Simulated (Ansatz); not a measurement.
GaH$_{8}$NO$_{3}$Si, SMILES `[OH][Ga-]([OH])([OH])[NH2+][SiH3]`. The species carries charge 0 and has multiplicity 1.

```xyz
14

O    -0.7414    0.6259   -2.3628
Ga   -0.9512    0.3707   -0.5881
O    -1.2762   -1.3419   -0.0807
O    -1.5861    1.7044    0.4654
N     1.0052    0.3824    0.1153
Si    1.4252   -1.1679    0.9205
H    -0.9226    1.5264   -2.6358
H    -1.9868   -1.4151    0.5580
H    -2.3662    2.1553    0.1419
H     1.0582    1.1807    0.7426
H     1.6010    0.5836   -0.6827
H     1.3543   -2.2456   -0.0809
H     0.5530   -1.3293    2.0983
H     2.8334   -1.0297    1.3890
```

Q: List the harmonic frequencies (cm⁻¹, unscaled) at PBE0-D4/def2-TZVP in Ansatz. (Estimate.)

A: Ansatz gave: 40, 64, 90, 123, 154, 177, 203, 220, 232, 246, 293, 388, 510, 623, 662, 671, 683, 701, 738, 778, 805, 835, 908, 935, 966, 971, 1001, 1586, 2205, 2287, 2310, 3503, 3582, 3916, 3917, 3928.

Q: Is this a minimum?

A: Yes, all 36 modes are real.

Q: Give the ideal-gas thermochemistry at 298.15 K and 1 bar (rigid rotor, harmonic oscillator; point group C1, symmetry number 1).

A: Zero-point energy 246.7 kJ/mol; H(298) − E = 279.2 kJ/mol; entropy 440.3 J/(mol·K), of which translation 172.8, rotation 120.0, vibration 147.6; G(298) − E = 147.9 kJ/mol. Modes under 100 cm⁻¹ are hindered rotations or soft bends, so the harmonic entropy is rough.

Q: And at 400, 500, 600, 800 and 1000 K?

A: 
| T (K) | H − E (kJ/mol) | S (J/mol/K) | G − E (kJ/mol) |
| --- | --- | --- | --- |
| 400 | 297.9 | 494.2 | 100.3 |
| 500 | 318.7 | 540.4 | 48.5 |
| 600 | 341.1 | 581.2 | -7.6 |
| 800 | 389.4 | 650.5 | -131.0 |
| 1000 | 441.2 | 708.3 | -267.1 |
